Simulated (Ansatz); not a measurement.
Species: AlP₂H₅, charge 0, singlet. AlP2H5 (SMILES [PH2][AlH][PH2]).
B3LYP-D3(BJ)/def2-TZVP minimum from Ansatz (an electronic-structure program):
```
Al
H 1 1.5811
P 1 2.3332 2 119.70
H 3 1.4183 1 94.88 2 143.21
H 3 1.4191 4 95.07 1 94.61
P 1 2.3332 2 119.70 3 -168.70
H 6 1.4183 1 94.88 2 -143.21
H 6 1.4191 7 95.07 1 -94.61
```
Charge 0, spin multiplicity 1.

Wanted: atomisation energy (electronic, to ground-state atoms), in kcal/mol. UHF or UKS for unpaired electrons; spin-orbit terms are left out. CBS(X,Y): correlation extrapolated as X^-3, Hartree-Fock from the larger set. A bracket is a step between two methods taken in the basis named. Functionals run without relativity, which enters their misses. Double hybrids freeze cores in their MP2 part. '+ core + X2C': CCSD(T) terms for core correlation (cc-pwCVTZ, 1s frozen past Ne) and scalar relativity (cc-pVTZ-DK). For partners of very few electrons the exact lower level stands in for a higher one.

CCSD(T)/CBS(cc-pV(T+d)Z,cc-pV(Q+d)Z) + [CCSDT(Q) - CCSD(T)]/cc-pV(D+d)Z + core + X2C (Ansatz) gives 496.1 kcal/mol.

Q: How far off this value is PBE/def2-TZVPD (Ansatz), in which direction, and which of these levels come nearer: r2SCAN/def2-TZVPD, B3LYP/def2-TZVPD, wB97M-V/def2-TZVPD, B2PLYP/def2-TZVPD, CCSD(T)/CBS(cc-pV(T+d)Z,cc-pV(Q+d)Z) + core + X2C?

A: PBE gives 491.2 kcal/mol, 4.9 kcal/mol below it. Differences of the others: r2SCAN/def2-TZVPD (Ansatz) -1.0; B3LYP/def2-TZVPD (Ansatz) -3.6; wB97M-V/def2-TZVPD (Ansatz) 4.9; B2PLYP/def2-TZVPD (Ansatz) -11.6; CCSD(T)/CBS(cc-pV(T+d)Z,cc-pV(Q+d)Z) + core + X2C (Ansatz) -0.8 kcal/mol. Nearer than PBE: r2SCAN/def2-TZVPD, B3LYP/def2-TZVPD, CCSD(T)/CBS(cc-pV(T+d)Z,cc-pV(Q+d)Z) + core + X2C.
